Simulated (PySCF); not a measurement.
C2H7O, SMILES C[OH+]C, charge +1. The structure is a stationary point at PBE0-D3(BJ)/def2-TZVP. The isomer is the one that the SMILES or the coordinates give; other isomers of the formula were not compared.

Computed equilibrium geometry at PBE0-D3(BJ)/def2-TZVP (PySCF confirms it by a frequency run) as bond lengths and angles, and its point group:
point group Cs.
Atoms: C1 O2 C3 H4 H5 H6 H7 H8 H9 H10. Bonds (Å): C1–O2 1.475, C1–H4 1.089, C1–H5 1.086, C1–H6 1.087, O2–C3 1.475, O2–H7 0.971, C3–H8 1.087, C3–H9 1.086, C3–H10 1.089. Bond angles (°): O2–C1–H4 109.0, O2–C1–H5 105.6, O2–C1–H6 106.0, H4–C1–H5 112.2, H4–C1–H6 112.5, H5–C1–H6 111.0, C1–O2–C3 116.7, C1–O2–H7 111.6, C3–O2–H7 111.6, O2–C3–H8 106.0, O2–C3–H9 105.6, O2–C3–H10 109.0, H8–C3–H9 111.0, H8–C3–H10 112.5, H9–C3–H10 112.2.
Charge +1, spin multiplicity 1.
